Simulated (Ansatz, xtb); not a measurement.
## Two isomers of C4H4N2OS

Structure X: `CC(=O)c1ncns1`, a singlet. Structure Y: `CC(=O)c1cnsn1`, a singlet. Both are isolated molecules in the gas phase, relaxed with PBE-D3(BJ)/def2-SVP; the shapes shown needn't be the lowest conformers.

X (Å):

```xyz
12

C    -2.2535   -0.4053   -0.6014
C    -1.5369   -0.7583    0.6770
C    -0.1991   -1.4084    0.5303
C     1.6197   -2.2900   -0.2889
N     0.4233   -1.7070   -0.5951
N     1.9677   -2.4639    0.9825
O    -1.9787   -0.5474    1.7993
S     0.7322   -1.8666    1.9382
H    -3.2226    0.0681   -0.3649
H    -1.6258    0.2738   -1.2138
H    -2.4035   -1.3160   -1.2165
H     2.3032   -2.6194   -1.0878
```

Y (Å):

```yaml
atoms:
  - { symbol: C, position_ang: [-1.6469, -0.1262, 1.2200] }
  - { symbol: C, position_ang: [-1.0734, -1.4667, 0.8308] }
  - { symbol: C, position_ang: [-0.1703, -1.4993, -0.3685] }
  - { symbol: C, position_ang: [0.4555, -2.6958, -0.8701] }
  - { symbol: N, position_ang: [1.2152, -2.5082, -1.9395] }
  - { symbol: N, position_ang: [0.1239, -0.4016, -1.0702] }
  - { symbol: O, position_ang: [-1.3047, -2.5068, 1.4338] }
  - { symbol: S, position_ang: [1.1395, -0.8757, -2.2962] }
  - { symbol: H, position_ang: [-2.2926, -0.2432, 2.1082] }
  - { symbol: H, position_ang: [-2.2223, 0.3039, 0.3750] }
  - { symbol: H, position_ang: [-0.8289, 0.5937, 1.4274] }
  - { symbol: H, position_ang: [0.3349, -3.6957, -0.4282] }
```

**Question.** Estimate E(Y) − E(X) at the level CCSD(T)/def2-SVP + ΔMP2/def2-TZVPP.

**Answer.** Calculated at CCSD(T)/def2-SVP + ΔMP2/def2-TZVPP: E(Y) − E(X) = +2.8 kcal/mol, so structure X lies lower.

How the difference moves with the method:

```csv
level,geometry,E(Y) − E(X) (kcal/mol),departure from the last row (kcal/mol),"job, with rough time for the two"
GFN2-xTB,GFN2-xTB,+3.5,+0.8,"optimisation, 0.15 s"
HF/STO-3G,GFN2-xTB,+5.0,+2.2,"single point, 0.4 s"
r2SCAN-D4/def2-SVP,GFN2-xTB,+6.2,+3.4,"single point, 3.7 s"
PBE-D3(BJ)/def2-SVP,PBE-D3(BJ)/def2-SVP,+5.5,+2.7,"optimisation, 20 s"
HF/def2-SVP,PBE-D3(BJ)/def2-SVP,+7.7,+4.9,part of the CCSD(T) run
MP2/def2-SVP,PBE-D3(BJ)/def2-SVP,+5.5,+2.7,part of the CCSD(T) run
CCSD(T)/def2-SVP,PBE-D3(BJ)/def2-SVP,+5.8,+3.1,single point
CCSD(T)/def2-SVP + ΔMP2/def2-TZVPP,PBE-D3(BJ)/def2-SVP,+2.8,,"single point, 74 s"
```

As drawn, Y has 1 C∷C, 1 N∷S in place of 1 C∷N, 1 C∷S (∷ is an aromatic bond).

None of the levels shown reverses the order. The largest departure from CCSD(T)/def2-SVP + ΔMP2/def2-TZVPP is that of HF/def2-SVP, 4.9 kcal/mol. The last row adds to CCSD(T) the change of the MP2 difference between the two basis sets, here −3.1 kcal/mol, a large step that makes the value less sure.

With thermal terms from frequencies at re-optimised GFN2-xTB minima (ideal gas, soft modes damped towards free rotors, one conformer each, 298.15 K, 1 atm): on the last row, ΔE + ΔZPE = +2.7, ΔH = +2.7, ΔG = +2.8 kcal/mol.

The correlated steps freeze 12 core orbitals. Codes used: Ansatz 0.2.0, xtb 6.7.1; the last row on 4 threads of Arm Neoverse V1 on a shared host.
